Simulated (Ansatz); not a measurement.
Cartesian coordinates in Å:
```
F -0.490 1.658 2.253
C -1.040 1.460 1.036
F -1.003 2.632 0.364
C -0.294 0.436 0.305
C 0.277 -0.426 -0.295
C 0.987 -1.476 -1.029
F 2.267 -1.154 -1.209
F 0.439 -1.670 -2.230
F 0.944 -2.632 -0.367
H -2.088 1.173 1.172
```

Total charge 0; spin multiplicity 1.

List the r2SCAN/def2-TZVPP orbital energies in eV (the Gaussian-basis code of Ansatz). (An estimate is asked.)

Computed: Occupied: -667.81, -667.81, -667.80, -667.35, -667.35, -280.99, -278.82, -274.73, -274.66, -35.46, -33.97, -33.00, -32.99, -32.35, -21.94, -20.25, -18.71, -16.64, -15.86, -15.85, -15.31, -14.94, -14.81, -12.27, -12.27, -11.37, -11.35, -11.30, -11.22, -10.98, -10.66, -10.63, -9.59, -8.59, -8.55. Lowest empty: -1.82, -1.66, 1.59, 2.31, 2.82, 3.10, 3.40, 3.64.
